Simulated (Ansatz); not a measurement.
Ansatz (an electronic-structure program) input (wB97X-V/def2-TZVP):

Ansatz 0.2 input:
```yaml
crystal:
  periodic: [false, false, false]
  atoms:
    - {symbol: Ga, position_ang: [0.30374815, 0.11982264, 0.09043944]}
    - {symbol: F, position_ang: [-0.68066706, 0.93279515, -1.13588949]}
    - {symbol: F, position_ang: [-0.36557658, -1.34551759, 0.82437587]}
basis:
  gaussian:
    orbitals: def2-TZVP
hamiltonian:
  xc: {name: wB97X-V}
magnetization: {spin_polarized: true, initial_magnetization: 1}
relax: {f_tol: 0.003, max_steps: 100}
```

Output:

```
Functional definition: wB97X-V
integrals: 0.05 GiB planned
715 factors; their error is unknown
integrals: 0.08 GiB planned
146 factors; integrals over basis functions are off by at most 1.2e-5 eV
mean field: 0.65 GiB planned
mean field evaluation 1: about -57803.9367 eV, gradient 3.8e1 eV
mean field evaluation 2: about -57800.6611 eV, gradient 5.6e1 eV
mean field evaluation 4: about -57808.5553 eV, gradient 9.1e-1 eV
mean field evaluation 8: about -57808.5681 eV, gradient 4.4e-2 eV
mean field evaluation 16: about -57808.7043 eV, gradient 1.0e-4 eV
mean field -57808.70434667 eV, -2124.4307005930 hartree, gradient 1.9e-5 eV, S^2 0.752920; 0 other end points of the search recorded, 0 dependent functions left out
the calculation of the forces begins
reference -57808.70434613 eV, -2124.4307005733 hartree; 25, 24 occupied and 85, 86 virtual orbitals, 715 factors
relax step   1: F+E_penalty+E_count = -57808.70434667 eV  Δ(F+E_penalty+E_count) = +0.000e0 eV  max|allowed force component| = 2.667e-1 eV/Å  Δτ_max = 0.0000 Å  (33 SCF iters, accepted)
these checks for a lower state are left out or cut short: starts, cluster_reference, orbital_swaps, neighbouring_geometries, increment
integrals: 0.05 GiB planned
715 factors; their error is unknown
integrals: 0.08 GiB planned
146 factors; integrals over basis functions are off by at most 1.1e-5 eV
mean field: 0.65 GiB planned
mean field -57808.70754936 eV, -2124.4308182896 hartree, gradient 1.7e-5 eV, S^2 0.752841; 0 other end points of the search recorded, 0 dependent functions left out
the calculation of the forces begins
reference -57808.70754883 eV, -2124.4308182702 hartree; 25, 24 occupied and 85, 86 virtual orbitals, 715 factors
relax step   2: F+E_penalty+E_count = -57808.70754936 eV  Δ(F+E_penalty+E_count) = -3.203e-3 eV  max|allowed force component| = 1.345e-1 eV/Å  Δτ_max = 0.0083 Å  (34 SCF iters, accepted)
these checks for a lower state are left out or cut short: starts, cluster_reference, orbital_swaps, neighbouring_geometries, increment
integrals: 0.05 GiB planned
715 factors; their error is unknown
integrals: 0.08 GiB planned
146 factors; integrals over basis functions are off by at most 1.1e-5 eV
mean field: 0.65 GiB planned
mean field evaluation 32: about -57808.7086 eV, gradient 6.3e-4 eV
mean field -57808.70862777 eV, -2124.4308579205 hartree, gradient 1.7e-5 eV, S^2 0.752766; 0 other end points of the search recorded, 0 dependent functions left out
the calculation of the forces begins
reference -57808.70862725 eV, -2124.4308579014 hartree; 25, 24 occupied and 85, 86 virtual orbitals, 715 factors
relax step   3: F+E_penalty+E_count = -57808.70862777 eV  Δ(F+E_penalty+E_count) = -1.078e-3 eV  max|allowed force component| = 1.270e-3 eV/Å  Δτ_max = 0.0083 Å  (34 SCF iters, accepted)
integrals: 0.05 GiB planned
715 factors; their error is unknown
integrals: 0.08 GiB planned
146 factors; integrals over basis functions are off by at most 1.1e-5 eV
mean field: 0.65 GiB planned
mean field -57808.70862777 eV, -2124.4308579205 hartree, gradient 2.1e-5 eV, S^2 0.752766; 1 other end points of the search recorded, 0 dependent functions left out
the calculation of the forces begins
reference -57808.70862725 eV, -2124.4308579014 hartree; 25, 24 occupied and 85, 86 virtual orbitals, 715 factors
Total energy: -57808.70862725 eV, -2124.4308579014 hartree
Atom 0 at     0.305233     0.120409     0.090882 Å, force     0.000180     0.000071     0.000054 eV/Å
Atom 1 at    -0.679688     0.920054    -1.125400 Å, force     0.000081    -0.001270     0.001035 eV/Å
Atom 2 at    -0.368041    -1.333363     0.813445 Å, force    -0.000261     0.001199    -0.001089 eV/Å
Dipole moment:     0.463136     0.182698     0.137896 e Å
```

It need not be the lowest isomer of its formula.
